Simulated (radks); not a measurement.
Results of a calculation; reference values are marked as such.
Valence configurations of Sb3+ (all share [Kr]). Level of theory: Dirac Kohn-Sham, PBE, spin-unpolarised, spherical densities, finite nucleus; open shells fill j = l - 1/2 first; Fermi nuclear charge, rms radius 4.6802 fm (a radial shooting solver on a logarithmic mesh with Libxc functionals). Energies are relative to 4d10 5s2; eigenvalues in eV.

valence           E (eV)  e(4d3/2)  e(4d5/2)  e(5p1/2)  e(5p3/2)  e(5s1/2)
4d10 5s2           0.000   -63.509   -62.251         -         -   -38.895
4d10 5s1.5 5p0.5   4.676   -64.091   -62.830   -29.874         -   -39.248
4d10 5s1 5p1       9.374   -64.666   -63.403   -30.179         -   -39.596
4d9.5 5s2 5p0.5   16.886   -66.840   -65.552   -30.689         -   -40.288
4d9.5 5s1.5 5p1   21.696   -67.405   -66.115   -30.987         -   -40.627
4d9.5 5s1 5p1.5   26.526   -67.963   -66.671   -31.281         -   -40.961
4d9 5s2 5p1       34.867   -70.163   -68.845   -31.783         -   -41.645
4d9 5s1 5p2       44.767   -71.253   -69.931   -32.352         -   -42.291
4d8.5 5s1 5p2.5   64.715   -74.666   -73.314   -33.465   -32.251   -43.668
4d7.5 5s1.5 5p3   102.12   -80.841   -79.430   -35.288   -33.964   -45.963

NIST lists [Kr] 4d10 5s2 as the ground configuration; this level of theory agrees among the configurations tried. The energies are those of spherical spin-averaged densities, not of single terms.
